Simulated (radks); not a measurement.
Species: the strontium ion Sr7+. Configuration: [Ar] 3d10 4s2 4p1 (the NIST ground configuration). Method: Dirac Kohn-Sham, PBEsol, spin-unpolarised, spherical densities, point nucleus; open shells fill j = l - 1/2 first; computed with a radial shooting solver on a logarithmic mesh with Libxc functionals.

Radial electron density D(r) = 4 pi r^2 rho(r):

r (bohr),D(r) (e/bohr)
0.001319,0.9747
0.001499,1.229
0.001703,1.548
0.001936,1.945
0.0022,2.438
0.002501,3.047
0.002842,3.797
0.00323,4.714
0.003672,5.830
0.004173,7.176
0.004743,8.788
0.00539,10.70
0.006127,12.94
0.006963,15.53
0.007914,18.48
0.008995,21.78
0.01031,25.61
0.01171,29.46
0.01331,33.40
0.01513,37.28
0.0172,40.88
0.01954,43.95
0.02221,46.24
0.02525,47.55
0.02869,47.74
0.03261,46.85
0.03706,45.08
0.04212,42.86
0.04788,40.83
0.05441,39.68
0.06185,40.03
0.07029,42.19
0.07989,45.96
0.0908,50.60
0.1032,54.83
0.1173,57.23
0.1333,56.70
0.1515,52.97
0.1722,46.90
0.1957,40.28
0.2224,35.26
0.2528,33.36
0.2873,34.72
0.3266,37.92
0.3712,40.61
0.4218,40.66
0.4794,37.14
0.5449,30.67
0.6243,22.47
0.7096,15.43
0.8064,10.23
0.9166,7.024
1.042,5.245
1.184,4.124
1.346,3.130
1.529,2.127
1.738,1.234
1.976,0.5955
2.245,0.2341
2.552,0.07314
2.9,0.01765
3.297,0.003190
3.747,0.0004186

D(r) has 3 maxima, at r = 0.0276, 0.122, 0.396 bohr, and minima at 0.0566, 0.255 bohr, inside which lie 2.08, 11.11 electrons.
